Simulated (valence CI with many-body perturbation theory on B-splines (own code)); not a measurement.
# Pr¹⁰⁺: calculated level list

Calculated by configuration interaction combined with many-body perturbation theory (CI+MBPT): three valence electrons over a frozen Dirac-Fock core [Kr] 4d10, a basis of 7 s, 7 p, 7 d, 7 f, 4 g, 2 h functions for each j, with the one-electron correlation potential Σ1, the two-electron term Σ2, the three-electron term Σ3, Breit, model QED; selected CI, second order for the rest, scaled by the run's own slope (own B-spline code, finite nucleus).

No measured spectrum was set against this ion. As an estimate, levels hold to about 250 cm⁻¹ or 0.2 % of their energy and the worst to 1 %, as in measured heavy ions of charge 2 to 7; those with d or f electrons hold less well.

Levels 46 to 90 of 199, with energies above the lowest level, (5s^2 5p1/2) J=1/2. "Leading %" is the weight of the configuration and term that name the level; weights of strongly mixed levels are sums over their largest components and can fall short. In the jj column 3d3/2^4 stands for four electrons in 3d with j = 3/2.

```tsv
No.	Configuration	Term	J	E (cm⁻¹)	Leading %	Second component	g	Leading jj
46	4f²5s	²I	11/2	203310	99		0.923	4f5/2 4f7/2 5s (81 %)
47	4f²5s	²P	1/2	210440	91	5 % 5s5p² ²P	0.718	4f5/2 4f7/2 5s (61 %)
48	4f²5s	²P	3/2	212360	95		1.315	4f5/2 4f7/2 5s (51 %)
49	4f5s5p	²F	5/2	215940	84	5 % 4f5s5p ²D	0.898	4f5/2 5s 5p3/2 (81 %)
50	5s5p²	²D	3/2	218270	55	20 % 4f5s5p ²D	0.861	5s 5p1/2 5p3/2 (57 %)
51	4f5s5p	²F	7/2	219320	87	6 % 4f5s5p ²G	1.136	4f7/2 5s 5p3/2 (79 %)
52	5s5p²	²P	1/2	224220	36	24 % 5s5p² ²S	1.465	5s 5p1/2 5p3/2 (44 %)
53	4f5s5p	²G	7/2	225000	93		0.899	4f5/2 5s 5p3/2 (77 %)
54	4f5s5p	²G	9/2	226870	93		1.117	4f7/2 5s 5p3/2 (85 %)
55	4f5s5p	²D	5/2	227680	50	30 % 5s5p² ²D	1.245	4f7/2 5s 5p3/2 (38 %)
56	4f5s5p	²D	3/2	227920	91		0.793	4f5/2 5s 5p3/2 (82 %)
57	4f5s5p	²D	5/2	234130	43	33 % 5s5p² ²D	1.236	4f7/2 5s 5p3/2 (42 %)
58	4f²5s	²S	1/2	239830	60	38 % 5s5p² ²P	1.486	4f7/2^2 5s (35 %)
59	5s5p²	²P	3/2	269180	85	8 % 5s5p² ²D	1.281	5s 5p3/2^2 (79 %)
60	5s5p²	²S	1/2	274300	62	17 % 5s5p² ²P	1.796	5s 5p3/2^2 (76 %)
61	5s²5d	²D	3/2	319190	87	7 % 5s5p² ²D	0.803	5s^2 5d3/2 (87 %)
62	5s²5d	²D	5/2	325370	89	6 % 5s5p² ²D	1.201	5s^2 5d5/2 (89 %)
63	4f5p²	⁴G°	5/2	326790	42	16 % 4f5p² ²D°	0.831	4f5/2 5p1/2^2 (88 %)
64	4f²5p	⁴I°	9/2	329050	60	31 % 4f²5p ²H°	0.808	4f5/2^2 5p1/2 (94 %)
65	4f5p²	⁴D°	7/2	332370	22	16 % 4f5p² ⁴G°	1.105	4f7/2 5p1/2^2 (74 %)
66	4f²5p	⁴H°	7/2	333450	47	25 % 4f²5p ²G°	0.831	4f5/2^2 5p1/2 (59 %)
67	4f²5p	⁴I°	11/2	334380	53	24 % 4f²5p ⁴H°	1.016	4f5/2 4f7/2 5p1/2 (95 %)
68	4f²5p	⁴H°	9/2	334790	41	21 % 4f²5p ⁴G°	1.032	4f5/2 4f7/2 5p1/2 (94 %)
69	4f²5p	⁴G°	5/2	336960	75	12 % 4f²5p ²F°	0.654	4f5/2^2 5p1/2 (62 %)
70	4f²5p	⁴G°	11/2	338080	46	32 % 4f²5p ²H°	1.183	4f7/2^2 5p1/2 (79 %)
71	4f²5p	²D°	3/2	338370	50	35 % 4f²5p ⁴F°	0.708	4f5/2^2 5p1/2 (58 %)
72	4f²5p	⁴G°	7/2	338600	46	22 % 4f²5p ²G°	1.028	4f5/2 4f7/2 5p1/2 (88 %)
73	4f²5p	⁴H°	13/2	339550	43	32 % 4f²5p ⁴I°	1.151	4f7/2^2 5p1/2 (72 %)
74	4f²5p	²D°	5/2	340360	33	28 % 4f²5p ⁴D°	1.163	4f5/2 4f7/2 5p1/2 (83 %)
75	4f²5p	²G°	9/2	340910	31	25 % 4f²5p ⁴G°	1.104	4f5/2 4f7/2 5p1/2 (84 %)
76	4f²5p	⁴D°	7/2	344000	47	24 % 4f²5p ²F°	1.251	4f5/2 4f7/2 5p1/2 (70 %)
77	4f²5p	²F°	7/2	344930	38	26 % 4f²5p ²G°	1.111	4f7/2^2 5p1/2 (78 %)
78	4f²5p	²H°	9/2	347730	42	23 % 4f²5p ²G°	1.033	4f7/2^2 5p1/2 (87 %)
79	4f5p²	²G°	7/2	351980	57	27 % 4f5p² ⁴G°	0.911	4f5/2 5p1/2 5p3/2 (79 %)
80	4f5p²	²D°	5/2	352510	36	34 % 4f5p² ⁴G°	0.952	4f5/2 5p1/2 5p3/2 (72 %)
81	4f²5p	²P°	3/2	352930	45	23 % 4f²5p ²D°	1.227	4f5/2 4f7/2 5p1/2 (41 %)
82	4f²5p	²F°	5/2	353660	44	9 % 4f5p² ⁴D°	0.978	4f5/2 4f7/2 5p1/2 (35 %)
83	4f5p²	⁴D°	7/2	356720	45	29 % 4f5p² ⁴G°	1.191	4f7/2 5p1/2 5p3/2 (64 %)
84	4f5p²	⁴G°	9/2	356800	39	35 % 4f5p² ²G°	1.106	4f5/2 5p1/2 5p3/2 (43 %)
85	4f²5p	⁴D°	1/2	357380	83	7 % 4f²5p ⁴P°	0.339	4f5/2 4f7/2 5p1/2 (54 %)
86	4f²5p	⁴D°	3/2	357910	26	17 % 4f5p² ²D°	0.969	4f5/2 5p1/2 5p3/2 (46 %)
87	4f²5p	²S°	1/2	357920	58	25 % 4f²5p ⁴P°	1.867	4f5/2^2 5p1/2 (38 %)
88	4f²5p	⁴D°	3/2	358540	27	19 % 4f5p² ⁴F°	0.989	4f5/2 5p1/2 5p3/2 (43 %)
89	4f5p²	²F°	5/2	358890	28	17 % 4f5p² ⁴F°	1.074	4f5/2 5p1/2 5p3/2 (41 %)
90	4f²5p	²I°	11/2	359150	58	27 % 4f²5p ²H°	1.000	4f5/2 4f7/2 5p1/2 (65 %)
```

Where two levels of one J and parity lie close, their mixing, g and order are uncertain.
